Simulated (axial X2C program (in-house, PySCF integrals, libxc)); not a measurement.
Nuclear properties of OFeO

Calculated with an axial X2C code built on PySCF integrals: two-component X2C with atomic mean-field Coulomb and Gaunt terms, Gaussian nuclei, basis O dyall-av3z, Fe dyall-v3z with contracted cores.

O–Fe–O held linear, with bonds 1.594 and 1.594 Å (near the PBE0 minimum at charge 0 of the determinant lowest at the starting distance; the state shown can have its own minimum elsewhere, held linear; other orders of the atoms were not compared).

Determinant lowest in the PBE0 search, Ω = 3 (⟨Sz⟩ = 1.00, ⟨Lz⟩ = 2.00 at PBE0), spin on the atoms O -0.19, Fe 1.38, O -0.19:

```json
{"level": "PBE0", "A∥/gI O (MHz)": "16", "qzz O (a.u.)": "-1.47", "A∥/gI Fe (MHz)": "747", "qzz Fe (a.u.)": "-1.43"}
{"level": "TPSSh", "A∥/gI O (MHz)": "15", "qzz O (a.u.)": "-1.43", "A∥/gI Fe (MHz)": "752", "qzz Fe (a.u.)": "-1.56"}
```

A∥ (defined per Ω) follows by multiplying with gI = μI/(I μN); qzz is the electric field gradient, eQq0 = 234.96 MHz × Q/barn × qzz. The operators were transformed with the bare-nucleus X2C matrices; with these basis sets, hyperfine constants and field gradients can be off by tens of per cent, and where levels differ in sign neither size nor sign is settled.

Problem. With gI(17O) = -0.7575, Q(17O) = -0.02558 barn, gI(57Fe) = 0.1809 (g factors from the IAEA table of nuclear moments by Stone; Q from Pyykkö, Mol. Phys. 2018), turn the PBE0 values of the first state into constants in MHz.

Solution. A∥(17O) = 16 × -0.7575 = -12.1 MHz; eQq0(17O) = 234.96 × (-0.02558) × (-1.47) = 8.84 MHz; A∥(57Fe) = 747 × 0.1809 = 135 MHz.

The molecule was held linear; bending was not examined, so a bent shape may lie lower.

Each state is one determinant with collinear spin, which with several unpaired electrons need not be a pure state. With several open shells hyperfine constants can be off by a factor of several. Open-shell Ω = 0 determinants with evenly filled partner blocks cannot be reached by this program, so the Ω shown need not be the lowest component. Left out as unconverged or as another state under the same occupation: HF in at least one table. The search compared states at one distance, so a state with another bond length can lie lower. Further determinants of the search, some of them spin-mixed, are not shown.
